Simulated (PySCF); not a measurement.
## Circular dichroism: SMILES O=CC(F)=C=C=C=CF, C$_{6}$H$_{2}$F$_{2}$O

Molfile (atoms numbered from 1):
```
C6H2F2O
     RDKit          3D

 11 10  0  0  0  0  0  0  0  0999 V2000
    2.4808   -0.7848   -1.5056 O   0  0  0  0  0  0  0  0  0  0  0  0
    2.7873   -0.4451   -0.3954 C   0  0  0  0  0  0  0  0  0  0  0  0
    1.8252    0.0074    0.6420 C   0  0  0  0  0  0  0  0  0  0  0  0
    2.4105    0.3326    1.7945 F   0  0  0  0  0  0  0  0  0  0  0  0
    0.5156    0.0911    0.4664 C   0  0  0  0  0  0  0  0  0  0  0  0
   -0.7345    0.1395    0.2097 C   0  0  0  0  0  0  0  0  0  0  0  0
   -1.9903    0.1942   -0.0390 C   0  0  0  0  0  0  0  0  0  0  0  0
   -3.2715    0.3127   -0.3203 C   0  0  0  0  0  0  0  0  0  0  0  0
   -4.1491   -0.6590   -0.1326 F   0  0  0  0  0  0  0  0  0  0  0  0
    3.8450   -0.4358   -0.0304 H   0  0  0  0  0  0  0  0  0  0  0  0
   -3.7176    1.2242   -0.7335 H   0  0  0  0  0  0  0  0  0  0  0  0
  1  2  2  0
  2  3  1  0
  3  4  1  0
  3  5  2  0
  5  6  2  0
  6  7  2  0
  7  8  2  0
  8  9  1  0
  2 10  1  0
  8 11  1  0
M  END
```

Method used: TDDFT CAM-B3LYP/aug-cc-pVDZ circular dichroism and optical rotation, one conformer, gas phase (PySCF 2.14.0). Geometry: PBE0-D3(BJ)/def2-SVP.

No stereocentre is labelled: unless the shape is locked (an allene, a helicene, a hindered biaryl), the mirror image is equally populated and a measured rotation or CD is zero.

Task: List the lowest 12 singlet excitations with oscillator and rotatory strengths.

Result: Rotatory strengths R in 10⁻⁴⁰ esu² cm², velocity form and length form (origin at the centre of mass); f in length form.
| state | E (eV) | λ (nm) | f | R (velocity) | R (length) | main |
| --- | --- | --- | --- | --- | --- | --- |
| 1 | 3.11 | 398 | 0.0001 | -1.9 | -2.4 | HOMO→LUMO 0.60, HOMO−1→LUMO 0.34 |
| 2 | 3.60 | 344 | 0.0001 | +2.3 | +2.7 | HOMO−2→LUMO 0.84 |
| 3 | 3.88 | 320 | 0.0002 | +2.2 | +2.5 | HOMO−1→LUMO+1 0.61, HOMO→LUMO+1 0.36 |
| 4 | 4.33 | 286 | 0.202 | +1.3 | +1.2 | HOMO−1→LUMO 0.52, HOMO→LUMO 0.29 |
| 5 | 5.40 | 230 | 1.173 | +5.2 | +5.3 | HOMO→LUMO+1 0.43, HOMO−1→LUMO+1 0.25 |
| 6 | 5.98 | 207 | 0.011 | +0.6 | +0.5 | HOMO−2→LUMO+1 0.94 |
| 7 | 6.09 | 203 | 0.001 | +0.2 | +0.2 | HOMO−4→LUMO 0.64, HOMO→LUMO+4 0.08 |
| 8 | 6.55 | 189 | 0.001 | +10.7 | +10.9 | HOMO→LUMO+2 0.22, HOMO−4→LUMO 0.17 |
| 9 | 6.69 | 185 | 0.003 | +3.9 | +4.5 | HOMO→LUMO+2 0.34, HOMO−3→LUMO+1 0.26 |
| 10 | 6.73 | 184 | 0.006 | -17.5 | -17.9 | HOMO−3→LUMO+1 0.28, HOMO−1→LUMO+2 0.26 |
| 11 | 6.79 | 183 | 0.032 | -4.4 | -4.4 | HOMO−3→LUMO+1 0.34, HOMO−1→LUMO+2 0.30 |
| 12 | 6.94 | 179 | 0.001 | -3.5 | -4.0 | HOMO−2→LUMO+4 0.33, HOMO→LUMO+4 0.16 |

Among the states computed, the strongest CD band (largest |R|) is state 10. The largest dissymmetry factor in size, g = 4R/(D+G), with D and G the electric and magnetic dipole strengths, is -0.13 for state 1 (velocity form, f = 7e-05), among bands with |R| over 0.5. The mirror image has the same energies and oscillator strengths and all R with the opposite sign.
